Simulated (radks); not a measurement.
Task: These are the eigenvalues of the occupied orbitals of an atom or ion with whole-number occupations (eV). Calculated with a radial shooting solver on a logarithmic mesh with Libxc functionals: Dirac Kohn-Sham, Wu-Cohen GGA, spin-unpolarised, spherical densities, finite nucleus; Fermi nuclear charge, rms radius of each element as measured or else 0.836 A^(1/3) + 0.57 fm.

1s1/2: -55994.55
2s1/2: -12533.66
2p1/2: -12170.91
2p3/2: -11396.57
3p1/2: -5044.732

Which element is it, and in what charge state? The configuration may be excited. Open shells, if any, fill j = l - 1/2 first.

Result: Z = 65, terbium, charge +54: Tb54+ in [Ne] 3p1. The list shows which subshells hold electrons but not how many an open one holds; the 1s level, -2057.8 hartree, gives Z - s = 64.2 by -(Z - s)^2/2, which with screening and relativity narrows Z to a few neighbours, and the depths of the outer levels then fix element, charge and occupations together.
